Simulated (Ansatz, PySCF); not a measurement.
Bond stretch in ClBe (cation, charge +1), lowest singlet found (which spin is the ground state isn't settled by this scan). Each curve is given relative to its own lowest point between 1.42 and 2.15 Å, where full CI is lowest.

| R / Å | A | B | C | D |
|---|---|---|---|---|
| 1.42 | 50.1 | 53.2 | 53.8 | 47.7 |
| 1.56 | 12.1 | 13.2 | 13.6 | 10.8 |
| 1.64 | 3.1 | 3.5 | 3.7 | 2.4 |
| 1.73 | 0.0 | 0.0 | 0.0 | 0.0 |
| 1.79 | 0.9 | 0.7 | 0.6 | 1.3 |
| 1.88 | 5.1 | 4.9 | 4.6 | 6.1 |
| 1.94 | 9.4 | 9.2 | 8.7 | 10.7 |
| 2.01 | 15.3 | 15.2 | 14.6 | 16.9 |
| 2.08 | 21.9 | 21.9 | 21.1 | 23.8 |
| 2.15 | 28.8 | 29.0 | 28.0 | 31.0 |
| 2.22 | 35.8 | 36.2 | 35.1 | 38.3 |
| 2.37 | 50.7 | 51.4 | 49.7 | 53.6 |
| 2.51 | 63.5 | — | 61.9 | 66.8 |
| 2.69 | 78.0 | — | 74.6 | 81.7 |
| 2.89 | 91.3 | — | — | 95.1 |

Energies in kcal/mol.

Q: Which curve belongs to which method? The methods are Ansatz (a program for electronic structure) with CCSDT(Q) on RHF/cc-pVDZ, frozen core; restricted B3LYP/cc-pVDZ in Ansatz; restricted LDA (SVWN5)/6-31G*, spherical d (PySCF 2.14.0); CCSD on UHF/cc-pVDZ, frozen core run with Ansatz.

A: A is RKS-B3LYP; B is UCCSD; C is RCCSDT(Q); D is RKS-LDA (SVWN5)/6-31G*.

A dash means that the run gave no value there, or that the column was ended at a point which the program doubted or which failed a test of continuity chosen for this set; such a test can also cut sound points.

The scan ran from 1.42 to 6.71 Å; beyond the distances shown full CI changes its symmetry label. The unrestricted solution behind UCCSD changes between 2.37 and 2.51 Å, which can leave a kink. The unrestricted determinant behind UCCSD is spin-contaminated at 2.37 to 2.89 Å (<S²> up to 1.0, against 0.00 for a pure singlet). The restricted form behind RKS-LDA (SVWN5)/6-31G*, RKS-B3LYP keeps the bonding electrons paired and can't separate into open-shell fragments.
